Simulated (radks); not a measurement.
The numbers below are computed, except where a source is named.
Question: Species: Re+. Configuration: [Xe] 4f14 5d3 6s1 6p2 (not the ground configuration). Level of theory: Dirac Kohn-Sham, PBE, spin-unpolarised, spherical densities, finite nucleus; open shells are shared between the two j in proportion to 2j + 1; Fermi nuclear charge, rms radius 5.3698 fm (a radial shooting solver on a logarithmic mesh with Libxc functionals). Some entries of the table are withheld. Estimate them.

| orbital | occ. | eigenvalue (hartree) | <r^2> (bohr^2) | <1/r> (bohr^-1) |
|---|---|---|---|---|
| 1s1/2 | 2 | -2629.379 | 0.0004481 | 88.71 |
| 2s1/2 | 2 | -456.1066 | 0.006820 | 21.63 |
| 2p1/2 | 2 | -436.5489 | 0.004860 | 21.60 |
| 2p3/2 | 4 | -383.6446 | 0.006057 | 18.04 |
| 3s1/2 | 2 | -106.0684 | 0.04448 | 7.942 |
| 3p1/2 | 2 | -97.31679 | 0.04075 | 7.858 |
| 3p3/2 | 4 | -85.82759 | 0.04730 | 6.936 |
| 3d3/2 | 4 | -71.09671 | (1) | 6.831 |
| 3d5/2 | 6 | -68.60258 | (2) | 6.614 |
| 4s1/2 | 2 | -22.62555 | 0.2193 | 3.342 |
| 4p1/2 | 2 | -18.97018 | (3) | 3.232 |
| 4p3/2 | 4 | -16.29023 | (4) | 2.911 |
| 4d3/2 | 4 | -10.28178 | (5) | 2.698 |
| 4d5/2 | 6 | -9.78660 | (6) | 2.622 |
| 5s1/2 | 2 | -3.73573 | 1.193 | 1.312 |
| 5p1/2 | 2 | -2.62106 | 1.431 | 1.188 |
| 4f5/2 | 6 | -2.22413 | 0.4099 | 2.182 |
| 5p3/2 | 4 | -2.20690 | 1.684 | 1.077 |
| 4f7/2 | 8 | -2.13169 | 0.4227 | 2.151 |
| 5d3/2 | 1.2 | -0.73851 | 3.243 | (7) |
| 5d5/2 | 1.8 | -0.69752 | 3.448 | (8) |
| 6s1/2 | 1 | -0.60291 | 7.954 | 0.4798 |
| 6p1/2 | 0.666667 | -0.38240 | 11.62 | 0.3943 |
| 6p3/2 | 1.33333 | -0.33840 | 13.59 | 0.3622 |

Answer: 
(1) 3d3/2 <r^2> (bohr^2): 0.03659
(2) 3d5/2 <r^2> (bohr^2): 0.03838
(3) 4p1/2 <r^2> (bohr^2): 0.2256
(4) 4p3/2 <r^2> (bohr^2): 0.2605
(5) 4d3/2 <r^2> (bohr^2): 0.2822
(6) 4d5/2 <r^2> (bohr^2): 0.2952
(7) 5d3/2 <1/r> (bohr^-1): 0.7800
(8) 5d5/2 <1/r> (bohr^-1): 0.7551
